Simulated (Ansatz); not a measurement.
Molecule: MgCl2 (charge 0, singlet). SMILES: [Cl][Mg][Cl]
Coordinates optimised at B3LYP-D3(BJ)/def2-TZVP (Ansatz, a quantum-chemistry and plane-wave program):
```xyz
3

Mg     0.0000     0.0000     0.0000
Cl     0.0000     0.0000    -2.1757
Cl     0.0000     0.0000     2.1757
```

Give the harmonic wavenumbers at B3LYP-D3(BJ)/def2-TZVP (Ansatz, finite differences of forces, unscaled).

110, 110, 318, 613 cm⁻¹. Zero-point energy 1.6 kcal/mol.

From these and the geometry, give the ideal-gas thermochemistry at 298.15 K and 1 atm (rigid rotor, harmonic oscillator).

Point group D∞h, rotational symmetry number 2. Rotational constants 1.506, 1.506 GHz. S(trans) 39.57, S(rot) 17.15, S(vib) 8.30, S(elec, spin only) 0.00, S 65.0 cal/(mol K). H(298) - H(0) 3.32 kcal/mol; G - E(el) -14.4 kcal/mol.
